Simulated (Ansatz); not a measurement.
Calculated with Ansatz (gas phase, PBE0-D4/def2-TZVP geometries, no zero-point term in ΔE). CCSD(T)/CBS is the MP2 limit (def2-TZVPP, def2-QZVPP) plus CCSD(T) − MP2 in def2-TZVPP, frozen cores. DFT in def2-TZVPP. def2 core potentials past Kr. For In outer-core shells are correlated without core-valence functions, which leaves a few kJ/mol of doubt a bond. One conformer a species, not always the lowest.

`N=C(O)[O][InH2]` + CH₃NH₂ → `C[NH][InH2]` + `N=C(O)O`  (ligand exchange at the In–O bond)

(1) Is it downhill or uphill in electronic energy at CCSD(T)/CBS, and by how much? (Estimate.)

(2) What do these levels give: r2SCAN-D4, B97M-V, CAM-B3LYP-D4, B2PLYP, PBE-QIDH, PBE0, r2SCAN0, CAM-B3LYP, HF/def2-SVP, MP2/def2-SVP, CCSD/def2-SVP, MP2/def2-QZVPP? (Estimate.)

Largest T1 diagnostic among the species: 0.016.

Answers

(1) Ansatz gave: Uphill: ΔE = +39.3 kJ/mol.

(2) The calculation gave: r2SCAN-D4 37.2, B97M-V 40.4, CAM-B3LYP-D4 39.1, B2PLYP 37.7, PBE-QIDH 36.4, PBE0 34.9, r2SCAN0 38.2, CAM-B3LYP 38.5, HF/def2-SVP 48.0, MP2/def2-SVP 33.7, CCSD/def2-SVP 35.4, MP2/def2-QZVPP 36.2 kJ/mol.

From BLYP to BHLYP (50 % exact exchange), in def2-TZVPP and without D4, ΔE moves by +6.3 kJ/mol. Leaving LDA and LC-ωPBE aside and taking each functional with its dispersion term where it has one, the values, not all of them listed here, spread over 11.0 kJ/mol, from PBE-D4 to BHLYP-D4. LDA lies −9.4 kJ/mol from PBE without D4. In def2-TZVPP, CCSD(T) changes the Hartree–Fock value by −13.7 kJ/mol (the triples alone add −1.4 kJ/mol) and MP2 by −16.0 kJ/mol.
